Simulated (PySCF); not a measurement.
## Ionisation energy of P²⁺ by level of theory

P²⁺ [Ne] 3s2 3p1 (2P) → P³⁺ [Ne] 3s2 (1S), as a difference of total energies. Computed with PySCF 2.14 in aug-cc-pVQZ-DK (7s6p4d3f2g, 84 functions), with scalar relativity by spin-free X2C-1e. Correlated levels: valence: [Ne] frozen. The calculations carry no spin-orbit coupling.

```
           method  ionisation energy (eV)
              UHF                  29.577
              LDA                  30.197
              PBE                  30.236
             PBE0                  30.257
           r2SCAN                  30.369
            wB97X                  30.129
              M06                  30.026
           M06-2X                  29.997
             TPSS                  30.371
    MP2 (valence)                  29.905
SCS-MP2 (valence)                  29.899
```

How much does correlation contribute at MP2 (valence)?

29.905 − (29.577) = 0.328 eV, measured against UHF.

A first-order spin-orbit estimate (lowest level to lowest level, LS coupling) adds 0.041 eV.

Errors of the correlated levels include the incompleteness of this basis and the frozen core.

For comparison: 30.203 eV (measured; NIST Atomic Spectra Database, ionization energies).
